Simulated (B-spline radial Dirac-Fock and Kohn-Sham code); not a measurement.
Relativistic shifts of the levels of Nb²⁺

System: niobium as Nb²⁺ in the configuration 1s2 2s2 2p6 3s2 3p6 3d10 4s2 4p6 4d3.

Both columns are ΔSCF binding energies of the configuration average from an atomic code on a B-spline grid: non-relativistic Hartree-Fock with a point nucleus, and Dirac-Fock with a finite nucleus and the Coulomb interaction alone, averaged over the two j levels with weights 2j+1.

| shell | Hartree-Fock (eV) | Dirac-Fock (eV) | shift (eV) | shift (%) |
| --- | --- | --- | --- | --- |
| 1s | 18615.6 | 19061.3 | +445.69 | +2.39 |
| 2s | 2629.5 | 2734.0 | +104.53 | +3.98 |
| 2p | 2405.0 | 2432.4 | +27.37 | +1.14 |
| 3s | 478.1 | 497.7 | +19.62 | +4.10 |
| 3p | 391.8 | 396.9 | +5.10 | +1.30 |
| 3d | 234.4 | 230.9 | -3.51 | -1.50 |
| 4s | 85.15 | 88.16 | +3.01 | +3.54 |
| 4p | 58.58 | 59.13 | +0.55 | +0.94 |
| 4d | 23.77 | 23.40 | -0.37 | -1.55 |

Relativity binds 1s, 2s, 2p, 3s, 3p, 4s, 4p more strongly, among those listed most of all 3s in relative terms, and 3d, 4d more weakly, because the contracted s and p shells screen the nucleus better.

Values without a named source are computed, but for edge energies of neutral atoms, which are taken from tables.
